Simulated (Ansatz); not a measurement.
Reaction (formal exchange of groups at the Si–B bond): `OB[SiH2][ZnH]` + `[AlH3]` → `[AlH2][SiH2][ZnH]` + `BO`

Isolated molecules relaxed with PBE0-D4/def2-TZVP in Ansatz; ΔE leaves out vibrations. CCSD(T)/CBS adds triple-zeta CCSD(T) − MP2 to the extrapolated MP2 energy (def2 sets, frozen cores). This one scheme is used for every species. Functionals use def2-TZVPP. For Zn outer-core shells are correlated without core-valence functions, which leaves a few kJ/mol of doubt a bond. Scalar relativity is left out up to krypton. Each species was taken in one conformer, which may not be the lowest.

`OB[SiH2][ZnH]`:

Cartesian coordinates in Å:
```
O -1.901 -0.978 0.388
B -0.944 -0.127 0.828
Si 0.201 0.858 -0.506
Zn 2.195 -0.382 -0.904
H -2.366 -1.431 1.098
H -0.755 -0.020 2.015
H 0.578 2.195 0.044
H -0.505 1.088 -1.803
H 3.496 -1.204 -1.160
```

`[AlH3]`:

```xyz
4

Al    0.000    0.000    0.000
H     0.724   -1.394    0.215
H    -1.082    0.501    1.046
H     0.357    0.893   -1.261
```

`[AlH2][SiH2][ZnH]`:

Cartesian coordinates in Å:
```
Al 1.742 -0.131 0.568
Si -0.547 0.640 0.283
Zn -1.771 -0.719 -1.237
H 2.090 -1.239 1.654
H 2.896 0.384 -0.398
H -0.575 2.046 -0.227
H -1.273 0.635 1.591
H -2.562 -1.616 -2.233
```

`BO`:

```xyz
5

B     0.263   -0.136   -0.299
O    -0.760   -0.217    0.575
H     0.490   -1.110   -0.956
H     0.906    0.874   -0.397
H    -0.899    0.589    1.077
```

```tsv
level	ΔE (kJ/mol)
r2SCANh	-38.8
HF/def2-TZVPP	-36.4
```

Problem. What does CCSD(T)/CBS give? (An estimate is asked.)

Solution. The calculation gave: -38.0 kJ/mol. The listed levels differ from it by -0.8, 1.6 kJ/mol.

Problem. What do rigid-rotor, harmonic-oscillator terms from PBE0-D4/def2-TZVP frequencies (298.15 K, 1 bar) make of the CCSD(T)/CBS value? (Estimate.)

Solution. Computed: ΔZPE = +5.8 kJ/mol, ΔH = -32.0 kJ/mol, ΔS = 23 J/(mol·K), ΔG = -38.8 kJ/mol. Modes under 50 cm⁻¹ make the entropy rough.

Largest T1 diagnostic among the species: 0.016.

At CCSD(T), def2-SVP lies +3.7 kJ/mol from the extrapolated value and def2-TZVPP +0.3 kJ/mol. Leaving LDA and LC-ωPBE aside and taking each functional with its dispersion term where it has one, the values, not all of them listed here, spread over 13.8 kJ/mol, from HSE06-D4 to B97M-V. LDA lies +3.0 kJ/mol from PBE without D4.

CCSD(T)/CBS has its own doubt, a few kJ/mol and more with outer-core shells, so smaller differences from it don't rank the levels.
